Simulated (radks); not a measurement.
The numbers below are computed, except where a source is named.
Ionisation of the chlorine ion Cl+, [Ne] 3s2 3p4, to Cl2+, [Ne] 3s2 3p3, under several functionals. Dirac Kohn-Sham, spin-unpolarised, spherical densities, finite nucleus; open shells are shared between the two j in proportion to 2j + 1; a radial shooting solver on a logarithmic mesh with Libxc functionals.

functional,E(Cl+) (hartree),Exc (hartree),IE (eV),-e(HOMO) (eV),<r> HOMO (bohr),IE error (eV)
Wu-Cohen GGA,-460.64675,-27.43287,25.431,19.356,1.706,+1.618
exchange-only B88,-460.45924,-27.23959,24.402,18.353,1.719,+0.588
"LDA (Slater exchange, VWN5 correlation)",-459.61054,-26.36079,25.531,19.463,1.708,+1.718
BP86,-461.15608,-27.95377,25.533,19.462,1.706,+1.719
"LDA (Slater exchange, Perdew-Zunger correlation)",-459.60309,-26.35275,25.528,19.462,1.708,+1.715
exchange-only PBE,-460.31465,-27.08716,24.392,18.353,1.723,+0.578
B86b exchange with PBE correlation,-461.09387,-27.89051,25.477,19.403,1.707,+1.663
HCTH/407,-461.16246,-27.99220,25.770,19.681,1.701,+1.957
AM05,-459.74232,-26.49927,25.381,19.311,1.707,+1.567

NIST Atomic Spectra Database: 23.814 eV (measured). Closest: exchange-only PBE. The Delta-SCF values span 1.38 eV, the total energies 1.56 hartree. The highest occupied level is 3p3/2. Spin polarisation and multiplet splitting are left out, so open shells lie too high by an amount that depends on their filling.

Beside tabulated values, note that spin-unpolarised runs miss the spin-polarisation part of the exchange energy of open shells.
